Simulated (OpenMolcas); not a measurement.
A run on Re5+ among 6 point charges of -1.7 e arranged as a trigonal prism (D3h), 1.9 Å from the ion, with a polar angle of 38.8° against the regular 49.1°.
```
   1.1903    0.0000    1.4810  -1.70
  -0.5951    1.0308    1.4810  -1.70
  -0.5951   -1.0308    1.4810  -1.70
   1.1903    0.0000   -1.4810  -1.70
  -0.5951    1.0308   -1.4810  -1.70
  -0.5951   -1.0308   -1.4810  -1.70
```

```json
{
 "Program": "OpenMolcas 26.06",
 "Method": "CASSCF",
 "Basis": "ANO-RCC-VDZP [7s6p4d2f1g]",
 "Scalar Hamiltonian": "DKH2, point nucleus",
 "Active space": "2 electrons in 5 orbitals (5d)",
 "State averaging": "2S+1 = 3 even, 10 roots; 2S+1 = 1 even, 15 roots",
 "Spin-orbit coupling": "RASSI with atomic mean-field integrals over the reference wave functions"
}
```

68 basis functions. Blocks (2S+1, parity, CSFs, roots kept): 3, even, 10, 10; 1, even, 15, 15.

Problem. How long do the RASSCF and RASSI steps take on 1 thread of Arm Neoverse V2 (shared host)?

Solution. About 6.1 s of wall time, without the integral step.
